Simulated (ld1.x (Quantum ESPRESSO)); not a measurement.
**Reading a pseudo-wave (Cl)**

Columns: radius, all-electron u(r) and pseudo u(r) of the 3p shell (level -8.56 eV) of chlorine in the configuration [Ne] 3s2 3p5; PBEsol, scalar-relativistic, TM scheme, ld1.x (Quantum ESPRESSO) 7.5.

```tsv
r (bohr)	all-electron	pseudo
0.065	0.1090	-0.0042
0.130	0.2574	-0.0168
0.195	0.3440	-0.0375
0.260	0.3585	-0.0659
0.325	0.3156	-0.1012
0.390	0.2342	-0.1428
0.455	0.1306	-0.1897
0.520	0.0171	-0.2409
0.585	-0.0977	-0.2954
0.650	-0.2079	-0.3519
0.715	-0.3101	-0.4093
0.780	-0.4021	-0.4663
0.845	-0.4832	-0.5217
0.910	-0.5533	-0.5740
0.975	-0.6123	-0.6221
1.040	-0.6608	-0.6645
1.105	-0.6994	-0.7005
1.170	-0.7290	-0.7292
1.235	-0.7504	-0.7504
1.300	-0.7647	-0.7647
1.365	-0.7726	-0.7726
1.430	-0.7751	-0.7751
1.495	-0.7729	-0.7729
1.560	-0.7667	-0.7667
1.625	-0.7571	-0.7571
1.690	-0.7448	-0.7448
```

Q: How many radial nodes do the two functions have?

A: The all-electron 3p function has n − l − 1 = 1; the pseudo-wave has 0, since the states of the same l below it are removed with the core.

Q: At about which radius was the pseudo-wave matched?

A: 1.30 bohr. The columns agree to 0.0005 from 1.17 bohr on; several derivatives are matched, so the curves merge somewhat inside the radius.

Q: Where does each function peak?

A: Outermost all-electron maximum near 1.43 bohr, pseudo maximum near 1.43 bohr (to the table’s step).

Q: Is the pseudo-wave norm-conserving?

A: Yes: the TM scheme keeps the norm inside the radius equal to the all-electron one, which fixes the energy derivative of the logarithmic derivative at the level.
